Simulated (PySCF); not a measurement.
Si(Cl)2(F)(GeH3) (Cl₂FGeH₃Si), SMILES F[Si](Cl)(Cl)[GeH3]. Geometry optimised at B3LYP-D3(BJ)/def2-SVP. The structure was generated by enumeration, and PubChem lists no compound with its InChIKey, so it may never have been made.

The numbers are results of B3LYP-D3(BJ)/def2-SVP in PySCF 2.14.0, not measurements.

Harmonic wavenumbers (cm⁻¹): 91, 97, 110, 180, 198, 242, 358, 474, 479, 568, 609, 795, 874, 878, 907, 2138, 2150, 2151. Rotational constants (GHz): 1.712, 0.9897, 0.8116; symmetry number 1.

Problem. Work out the zero-point energy and the ideal-gas rigid-rotor harmonic-oscillator thermochemistry at 298.15 K and 1 atm.

Solution. ZPE = ½ Σ hcν = ½ × 13300 cm⁻¹ = 19.01 kcal/mol. H − E(el) = 24.70 kcal/mol. Entropy in cal/(mol K): translation 41.69, rotation 29.84, vibration 20.86, total 92.38. G − E(el) = -2.84 kcal/mol. Cp = 27.80 cal/(mol K). Modes under 150 cm⁻¹ make the vibrational entropy uncertain.
